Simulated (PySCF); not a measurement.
Be(Et)2 cation (C4H10Be), SMILES C[CH2][Be][CH2]C (connectivity only; charge and spin as stated), charge +1, multiplicity 2.

Coordinates come from a PBE0-D3(BJ)/def2-SVP optimisation. The multiplicity is an assumed one; no other spin state was optimised. The isomer is the one that the SMILES or the coordinates give; other isomers of the formula were not compared. The values are those of a single conformer.

These are TDA-PBE/def2-SVPD run with PySCF values and carry that method's errors.

Vertical excitations. 

### Question
Give excitation energies, oscillator strengths and character. (An estimate is asked for; the answer gives what the named calculation found.)

### Answer

| state | energy (eV) | λ (nm) | f | main pairs |
|---|---|---|---|---|
| root 1 | 2.10 | 591 | 0.416 | β HOMO→LUMO 94 % |
| root 2 | 2.26 | 548 | 0.000 | β HOMO−1→LUMO 100 % |
| root 3 | 2.32 | 534 | 0.000 | β HOMO−2→LUMO 100 % |
| root 4 | 3.36 | 369 | 0.006 | β HOMO−4→LUMO 99 % |
| root 5 | 3.37 | 368 | 0.000 | β HOMO−3→LUMO 94 % |
| root 6 | 4.27 | 290 | 0.089 | β HOMO−6→LUMO 97 % |
| root 7 | 4.30 | 288 | 0.007 | β HOMO−5→LUMO 91 % |
| root 8 | 4.79 | 259 | 0.003 | β HOMO−7→LUMO 100 % |
| root 9 | 4.90 | 253 | 0.000 | β HOMO−8→LUMO 100 % |
| root 10 | 5.09 | 243 | 0.009 | α HOMO−1→LUMO 25 %, β HOMO→LUMO+1 74 % |
Unrestricted roots are not spin-pure.
